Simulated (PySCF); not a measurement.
Job for PySCF: R-MP2/6-31G* on BH5OSi (SMILES BO[SiH3]), a point of a bond scan (R = 3.397 Å).

```python
from pyscf import gto, scf, dft, mp
from pyscf.data.elements import chemcore

mol = gto.M(
    atom='''
    B    -0.35530603    0.16770934    1.74610802
    H    -1.12197553    0.72282709    2.47443685
    H     0.51570290   -0.54223566    2.16560005
    O    -0.48933143    0.35730853    0.41765439
    Si    0.33065961   -0.20123129   -0.91475675
    H     1.55422014    2.48851769   -2.59028021
    H    -0.62978211   -0.93425439   -1.76420217
    H     1.43535929   -1.09433874   -0.49777027
    ''',
    basis='6-31g*',
    cart=True,
    charge=0, spin=0, verbose=3, max_memory=1800)
mf = scf.RHF(mol)
mf.conv_tol = 1e-8
mf.max_cycle = 100
mf.kernel()
if not mf.converged:
    mf = mf.newton().run(mf.mo_coeff, mf.mo_occ)
pt = mp.MP2(mf, frozen=chemcore(mol)).run()
```

The log:

```
converged SCF energy = -391.224156655107
E(RMP2) = -391.587772063477  E_corr = -0.363615408369844
E(SCS-RMP2) = -391.594253450106  E_corr = -0.37009679499902
```

Self-consistency was reached.

Cost: about 0.9 core-seconds (a rough figure).
